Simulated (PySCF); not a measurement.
## Continuum solvent and chemical shifts

Atom-mapped SMILES (the numbers label the heavy atoms): `[O:1]=[C:2]([OH:3])[C@H:4]1[C@H:5]2[CH:6]=[CH:7][C@@H:8]1[CH:9]=[CH:10]2` (H(Xn): hydrogen on atom n).

GIAO PBE0/pcSseg-1 in PySCF 2.14 on one PBE0-D3(BJ)/def2-SVP conformer, non-relativistic, equivalent nuclei averaged. Solvents enter as an IEF-PCM continuum (chloroform with ε = 4.7, acetonitrile with ε = 35.7) around the gas-phase geometry. Shifts are referred to TMS computed in the same medium.

In chloroform, δ in ppm: C2 176.2, C9/C10 155.0, C6/C7 154.2, C4 90.1, C5/C8 55.5, H(C9)/H(C10) 7.23, H(C6)/H(C7) 7.15, H(O3) 6.21, H(C5)/H(C8) 3.83, H(C4) 3.05. Dipole moment 1.94 D.

Problem. How does each δ change in the more polar medium?

Solution. 
| atoms | environment | Δδ, acetonitrile |
| --- | --- | --- |
| C2 | carboxylic acid carbon | +1.1 |
| C9/C10 | alkene CH | +0.5 |
| C6/C7 | alkene CH | +0.6 |
| C4 | sp3 CH α to a carbonyl | +0.4 |
| C5/C8 | allylic sp3 CH | +0.3 |
| H(C9)/H(C10) | hydrogen on an alkene CH | +0.06 |
| H(C6)/H(C7) | hydrogen on an alkene CH | +0.06 |
| H(O3) | hydrogen on an acid hydroxyl oxygen | +0.26 |
| H(C5)/H(C8) | hydrogen on an allylic sp3 CH | +0.02 |
| H(C4) | hydrogen on an sp3 CH α to a carbonyl | +0.05 |

Changes are relative to chloroform. The dipole moment becomes 2.08 D in acetonitrile.

Problem. Which nuclei move most (in ppm), and what does the model miss?

Solution. C2 (carboxylic acid carbon, +1.1 ppm) in acetonitrile. A continuum only polarises the solute; specific hydrogen bonds, the anisotropy of aromatic solvents and changes of geometry or conformer are outside it.
